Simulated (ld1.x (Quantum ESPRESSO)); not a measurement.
# Tb (Z = 65): PAW pseudisation with PBEsol, fully relativistic reference atom.

* Element: terbium
* Generator: ld1.x (Quantum ESPRESSO) 7.5
* Type: PAW
* Functional: PBEsol
* Relativity: fully relativistic
* Frozen core: [Kr] 4d10
* Valence charge: 19
* Reference configuration: 4f8 5s2 5p6 5d1 6s2 6p0
* Partial waves: 5s (bound): rcut 1.70, rcutus 1.85 bohr; 6s (bound): rcut 1.70, rcutus 1.85 bohr; 5p (bound): rcut 2.00, rcutus 2.20 bohr; 6p (bound, empty): rcut 2.00, rcutus 2.20 bohr; 5d (bound): rcut 2.40, rcutus 3.20 bohr; 5d channel at 0.25 Ry: rcut 2.40, rcutus 3.20 bohr; 4f (bound): rcut 0.65, rcutus 0.90 bohr; 4f channel at -0.05 Ry: rcut 0.65, rcutus 0.90 bohr
* Local potential: all-electron potential smoothed inside 2.55 bohr (lloc = -1)
* Core correction: Bessel-smoothed model core inside 0.65 bohr
* Augmentation charge: BESSEL, radius 0.50 bohr

Open shells are filled in proportion to 2j + 1 (rel_dist='average').

Poles of the logarithmic derivatives, all-electron (AE) and pseudo (PS). s: poles at -3.8, 0.9 (AE) and -3.8, 0.7, 0.9 (PS) Ry. p1/2: poles at -2.3, 1.7 (AE) and -2.3, 1.7, 4.9 (PS) Ry. p3/2: poles at -1.9, 2.0 (AE) and -1.9, 1.9, 4.7 (PS) Ry. d3/2: poles at 0.1, 3.6 (AE) and 0.1, 3.1 (PS) Ry. d5/2: poles at 0.2, 3.7 (AE) and 0.2, 3.5 (PS) Ry. f5/2: poles at -0.7, 2.3 (AE) and -0.7, 2.3 (PS) Ry. Test radius 3.51 bohr.

- Configuration tests: test run stopped at test 1 of 7 (negative rho)

The ghost test of this file was not conclusive.
